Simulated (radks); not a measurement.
The numbers below are computed, except where a source is named.
The table gives one normalised radial function P(r) = r R(r) (large component) of Tm2+ in [Xe] 4f13 (r in bohr). Code: a radial shooting solver on a logarithmic mesh with Libxc functionals. Model: Dirac Kohn-Sham, PBE, spin-unpolarised, spherical densities, finite nucleus; open shells fill j = l - 1/2 first; Fermi nuclear charge, rms radius 5.2256 fm.

| r | P |
|---|---|
| 0.0008361 | 0.0000 |
| 0.0009656 | 0.0000 |
| 0.001106 | 0.0000 |
| 0.001278 | 0.0000 |
| 0.001464 | 0.0000 |
| 0.001691 | 0.0000 |
| 0.001937 | 0.0000 |
| 0.002237 | 0.0000 |
| 0.002563 | 0.0000 |
| 0.00296 | 0.0000 |
| 0.003391 | 0.0000 |
| 0.003916 | 0.0000 |
| 0.004486 | 0.0000 |
| 0.005181 | 0.0000 |
| 0.005936 | 0.0000 |
| 0.006855 | 0.0000 |
| 0.007854 | 0.0000 |
| 0.009071 | 0.0000 |
| 0.01039 | 0.0001 |
| 0.012 | 0.0001 |
| 0.01375 | 0.0001 |
| 0.01575 | 0.0002 |
| 0.01819 | 0.0004 |
| 0.02084 | 0.0007 |
| 0.02407 | 0.0011 |
| 0.02758 | 0.0018 |
| 0.03185 | 0.0030 |
| 0.03649 | 0.0049 |
| 0.04214 | 0.0079 |
| 0.04828 | 0.0124 |
| 0.05576 | 0.0197 |
| 0.06388 | 0.0300 |
| 0.07378 | 0.0462 |
| 0.08452 | 0.0683 |
| 0.09761 | 0.1014 |
| 0.1118 | 0.1443 |
| 0.1292 | 0.2048 |
| 0.148 | 0.2784 |
| 0.1709 | 0.3748 |
| 0.1958 | 0.4824 |
| 0.2261 | 0.6102 |
| 0.2591 | 0.7377 |
| 0.2968 | 0.8626 |
| 0.3428 | 0.9803 |
| 0.3927 | 1.0660 |
| 0.4535 | 1.1186 |
| 0.5196 | 1.1269 |
| 0.6001 | 1.0928 |
| 0.6875 | 1.0257 |
| 0.794 | 0.9277 |
| 0.9096 | 0.8197 |
| 1.051 | 0.6992 |
| 1.204 | 0.5869 |
| 1.39 | 0.4753 |
| 1.592 | 0.3802 |
| 1.839 | 0.2924 |
| 2.107 | 0.2222 |
| 2.433 | 0.1612 |
| 2.788 | 0.1153 |
| 3.22 | 0.0775 |
| 3.689 | 0.0505 |
| 4.26 | 0.0299 |
| 4.881 | 0.0169 |

Which n and l does it have? It may be an empty orbital.

Answer. n = 4, l = 3: the number of nodes gives n - l - 1 = 0, the rise at small r points to l (this Dirac orbital starts outside the nucleus as r^gamma with gamma = sqrt((l + 1)^2 - (Z/c)^2) = 3.97; the j = 7/2 orbital of l + 1 starts with the same power, but with a smaller coefficient, and then steepens), and the extent must fit the shell. The curve is that of 4f7/2; the two j differ most near the nucleus, where j = l - 1/2 has the larger amplitude, and in heavy atoms j = l - 1/2 is also the more compact. 4f7/2: eigenvalue -16.975 eV, 0 radial nodes, <r> = 0.810 bohr, 90 % of the charge inside 1.43 bohr.
